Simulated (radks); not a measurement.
The platinum anion Pt2-, [Hg], held by a Watson sphere: a shell of charge +2 at radius R that stands for the Madelung well of a crystal (potential energy -2/R inside, -2/r outside, in hartree with lengths in bohr). Calculated with a radial shooting solver on a logarithmic mesh with Libxc functionals: scalar-relativistic Kohn-Sham, LDA (Slater exchange, Perdew-Wang correlation), spin-unpolarised, spherical densities, finite nucleus; Fermi nuclear charge, rms radius of each element as measured or else 0.836 A^(1/3) + 0.57 fm. Response by self-consistent Sternheimer equations with the Hartree and adiabatic LDA kernel, the relativistic mass of each level held fixed and spin-orbit coupling left out. The sphere does not respond.

R (bohr)	e(5p) (eV)	e(6s) (eV)	e(5d) (eV)	<r> 5d (bohr)	sum of <r^2> (bohr^2)	X-ray form factor at sin(theta)/lambda = 0.1 1/angstrom	alpha (bohr^3)
2.75	-55.088	-7.185	-6.145	1.808	79.38	75.061	50.85
2.94	-54.767	-6.928	-5.754	1.826	81.20	74.990	55.55
3.63	-53.751	-5.902	-4.520	1.874	87.60	74.776	77.00
4.96	-52.247	-4.171	-2.810	1.930	99.24	74.511	143.4
6.19	-51.304	-3.052	-1.794	1.968	110.3	74.380	260.4
6.2	-51.298	-3.045	-1.787	1.968	110.4	74.380	261.8
